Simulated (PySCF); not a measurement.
# Relaxation of singlet WOBr₂

Level of theory: B3LYP/[W def2-SVP with ECP60, O def2-SVP, Br def2-SVP], scalar-relativistic core potentials, density fitting, no spin–orbit coupling, PySCF. A (50,194) grid was used.

A hand-made T-shaped (ligand arrangement 2) start, of C2v symmetry, held to at least that symmetry:

```xyz
4
charge 0 multiplicity 1, angstrom
W     0.0000    0.0000   -0.1178
O     0.0000    0.0000    1.6522
Br    2.5085    0.0000   -0.0302
Br   -2.5085    0.0000   -0.0302
```

(1) What does it relax to?

(2) How much energy is released, and in how many steps?

Answers

(1) It ends at C2v with W–Br 2.402 Å (×2), W–O 1.680 Å; Br–W–Br 132.9°, Br–W–O 113.6° (×2) (after a last refinement on a finer grid). A frequency run shows a minimum. Other isomers or separated fragments may lie lower.

(2) 147.0 kJ/mol in 7 steps.

With an element this heavy the missing spin–orbit coupling can shift these numbers.

The relaxation took about 80 core-seconds on a shared host.
